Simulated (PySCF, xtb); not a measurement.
Si(H)(I)(OH)2 (H3IO2Si), SMILES O[SiH](O)I. Other conformers were not sampled.

Harmonic wavenumbers (cm⁻¹) from GFN2-xTB run with xtb at its own minimum, in rising order: 135, 184, 188, 254, 299, 407, 644, 693, 755, 788, 873, 966, 2449, 3666, 3684.

Problem. What does PBE0-D3(BJ)/def2-SVP (PySCF) give at its own minimum? (Estimate from the structure and the level; the computed values follow.)

Solution. 157, 186, 205, 292, 356, 393, 722, 771, 843, 873, 898, 973, 2305, 3908, 3919. Paired by order, the mean absolute difference is 76 cm⁻¹ and the zero-point energies are 22.8 and 24.0 kcal/mol.
